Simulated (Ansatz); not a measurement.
Bond stretch in GaS (cation, charge +1), lowest triplet found (which spin is the ground state isn't settled by this scan).

Levels: ROHF/cc-pVDZ (Ansatz, a program for electronic structure); ROMP2 = MP2 on ROHF/cc-pVDZ, cores with 3d frozen (Ansatz); ROCCSD = CCSD on ROHF/cc-pVDZ, cores with 3d frozen in Ansatz; ROCCSD(T) = Ansatz with CCSD(T) on ROHF/cc-pVDZ, cores with 3d frozen; UHF/cc-pVDZ (Ansatz); UMP2 = MP2 on UHF/cc-pVDZ, cores with 3d frozen run with Ansatz; UCCSD = CCSD on UHF/cc-pVDZ, cores with 3d frozen (Ansatz); UCCSD(T) = CCSD(T) on UHF/cc-pVDZ, cores with 3d frozen (Ansatz); ROCCSDT = CCSDT on ROHF/cc-pVDZ, cores with 3d frozen (Ansatz); UCCSDT = CCSDT on UHF/cc-pVDZ, cores with 3d frozen run with Ansatz; UCCSDT(Q) = Ansatz with CCSDT(Q) on UHF/cc-pVDZ, cores with 3d frozen; UKS-CAM-B3LYP = unrestricted CAM-B3LYP/cc-pVDZ (Ansatz); UKS-PBE = unrestricted PBE/cc-pVDZ run with Ansatz; FCI = full CI/cc-pVDZ, cores with 3d frozen run with Ansatz.

All curves are set to zero at 3.07 Å and compared with full CI in the same basis at 3.07, 3.31, 3.63, 4.04, 4.48, 4.98, 5.73, 6.52, 7.66 Å.

**Question.** Order the methods by the spread of their error (largest minus smallest) over these points.

**Answer.** UCCSDT(Q) has the smallest spread and ROHF the largest. In order (kJ/mol): UCCSDT(Q) 0.02, UCCSDT 0.18, ROCCSDT 0.19, UCCSD(T) 0.94, ROCCSD(T) 0.96, UMP2 3.32, UCCSD 3.55, ROCCSD 3.64, ROMP2 4.00, UKS-CAM-B3LYP 7.80, UHF 15.40, UKS-PBE 16.52, ROHF 17.42.

Errors against full CI at some of the points (kJ/mol):

```json
[
 {"method": "UCCSDT(Q)", "4.04 Å": "0.0", "4.48 Å": "0.0", "6.52 Å": "0.0", "7.66 Å": "0.0"},
 {"method": "UCCSDT", "4.04 Å": "-0.1", "4.48 Å": "-0.2", "6.52 Å": "-0.2", "7.66 Å": "-0.2"},
 {"method": "ROCCSDT", "4.04 Å": "-0.1", "4.48 Å": "-0.2", "6.52 Å": "-0.2", "7.66 Å": "-0.2"},
 {"method": "UCCSD(T)", "4.04 Å": "-0.6", "4.48 Å": "-0.8", "6.52 Å": "-0.9", "7.66 Å": "-0.9"},
 {"method": "ROCCSD(T)", "4.04 Å": "-0.6", "4.48 Å": "-0.8", "6.52 Å": "-1.0", "7.66 Å": "-1.0"},
 {"method": "UMP2", "4.04 Å": "-2.4", "4.48 Å": "-2.9", "6.52 Å": "-3.3", "7.66 Å": "-3.3"},
 {"method": "UCCSD", "4.04 Å": "-2.5", "4.48 Å": "-3.0", "6.52 Å": "-3.5", "7.66 Å": "-3.6"},
 {"method": "ROCCSD", "4.04 Å": "-2.5", "4.48 Å": "-3.1", "6.52 Å": "-3.6", "7.66 Å": "-3.6"},
 {"method": "ROMP2", "4.04 Å": "-2.6", "4.48 Å": "-3.3", "6.52 Å": "-4.0", "7.66 Å": "-4.0"},
 {"method": "UKS-CAM-B3LYP", "4.04 Å": "5.1", "4.48 Å": "6.3", "6.52 Å": "7.8", "7.66 Å": "7.8"},
 {"method": "UHF", "4.04 Å": "-11.3", "4.48 Å": "-13.4", "6.52 Å": "-15.4", "7.66 Å": "-15.4"},
 {"method": "UKS-PBE", "4.04 Å": "9.6", "4.48 Å": "12.5", "6.52 Å": "16.3", "7.66 Å": "14.3"},
 {"method": "ROHF", "4.04 Å": "-12.5", "4.48 Å": "-15.0", "6.52 Å": "-17.4", "7.66 Å": "-17.4"}
]
```

The scan ran from 1.65 to 7.66 Å; beyond the distances shown full CI changes its symmetry label. The unrestricted determinant behind UKS-PBE is spin-contaminated at 7.66 Å (<S²> up to 2.1, against 2.00 for a pure triplet).
